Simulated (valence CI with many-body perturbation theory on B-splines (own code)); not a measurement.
# Hyperfine factors and g values of Sb XII

Computed by valence CI with perturbative core correlation (CI+MBPT): four valence electrons over a frozen Dirac-Fock core [Kr], a basis of 9 s, 9 p, 10 d, 8 f, 5 g, 3 h, 1 i functions for each j, with the one-electron correlation potential Σ1 (screened to all orders), the two-electron term Σ2, the three-electron term Σ3, Breit, model QED; selected single and double excitations, second order for the rest, scaled by the run's own slope (own B-spline code, finite nucleus).

No measured spectrum was set against this ion. As an estimate, terms of the open shell hold to 2 to 4 % of their energy, and close levels can change places. Core correlation moves these levels by up to 6300 cm⁻¹, and in measured spectra 5 to 20 % of such shifts remained as error; rates that hang on mixing are uncertain with them. The list stops below the first excitations out of the core. Only levels of the ground parity were solved; by the run's estimate the other parity begins above the list, which can be wrong where configurations are misplaced.

A/g_I is the dipole constant over the nuclear g factor μ/I (μ in nuclear magnetons, uniformly magnetised nucleus), B/Q the quadrupole constant per barn. Both hold the static response of the core; the bare values leave it out. Large factors of s and p1/2 electrons are usually good to 5 to 10 %; those of open d and f shells near neutrality can be off by tens of per cent, and small factors of p3/2, d and f electrons come from cancelling terms and can be off by a factor of two or in sign, in half-filled shells by more. B is blank for J = 1/2, where it vanishes, and for nearly pure S terms. Energies count from the lowest level. Levels with J = 0 are left out.

Names give the largest LS component (configuration and term), which can be under half, so a name can repeat, a term be missing and a line seem to break the LS rules; names also repeat where a configuration has a term twice. Letters in brackets count levels of one name in rising energy.

```
       Level  E (cm⁻¹)      g  A/g_I (MHz)  A/g_I bare  B/Q (MHz/b)  B/Q bare
    4d4 5D_1      3905  1.498         -297         149         1020       946
    4d4 5D_2      8172  1.488          181         625          728       675
    4d4 5D_3     12151  1.478          591        1030         -632      -600
    4d4 5D_4     15688  1.458          958        1380        -2890     -2720
    4d4 3H_4     30741  0.919         2310        2190         1330      1230
    4d4 3G_3     37080  0.881         2430        2270          316       295
    4d4 3H_5     37085  1.066         1940        1960         1980      1850
4d4 3P_1 [a]     38837  1.412         1010        1390         -189      -185
4d4 3F_2 [a]     39306  0.755         2550        2250          647       608
    4d4 3H_6     40331  1.135         1880        1980         1860      1740
4d4 3G_4 [a]     43770  1.064         1880        1900         -709      -660
4d4 3G_4 [b]     47251  1.110         1810        1880         -179      -166
4d4 3P_2 [a]     47307  1.316         1130        1410          276       250
4d4 3F_3 [a]     49161  1.024         1950        1930        -60.3     -50.5
    4d4 3D_3     52374  1.252         1320        1530          649       608
    4d4 3G_5     53121  1.166         1570        1690        -1290     -1210
4d4 3P_2 [b]     56761  1.205         1890        2060          725       675
    4d4 1I_6     57134  1.030         2020        2010         2950      2760
    4d4 3D_1     57986  0.597         3170        2720          594       554
4d4 1G_4 [a]     65181  1.056         1710        1720         -172      -154
4d4 1D_2 [a]     69694  1.093         1860        1910          558       516
    4d4 1F_3     73048  1.040         1920        1920         2800      2630
4d4 3P_2 [c]     81233  1.345         1110        1420          882       835
    4d4 3F_4     84479  1.208         1270        1440         1650      1540
4d4 3F_2 [b]     86599  0.795         2870        2620         2250      2110
4d4 3F_3 [b]     88078  1.072         2010        2050         2720      2540
4d4 3P_1 [b]     89581  1.491        -61.3         383         -849      -789
4d4 1G_4 [b]     95672  1.030         2130        2120         1670      1570
4d4 1D_2 [b]    119660  0.999         2030        1990        -3410     -3190
```

Q: Take the isotope of mass number 121, with I = 5/2, μ = 3.358 μN and Q = -0.543 b. What is the hyperfine structure of 4d4 3G_3?

A: From the table A = 3260 MHz, B = -172 MHz. Shifts from the centre of gravity in MHz: F = 1/2: -32700, F = 3/2: -27800, F = 5/2: -19600, F = 7/2: -8100, F = 9/2: 6570, F = 11/2: 24400.
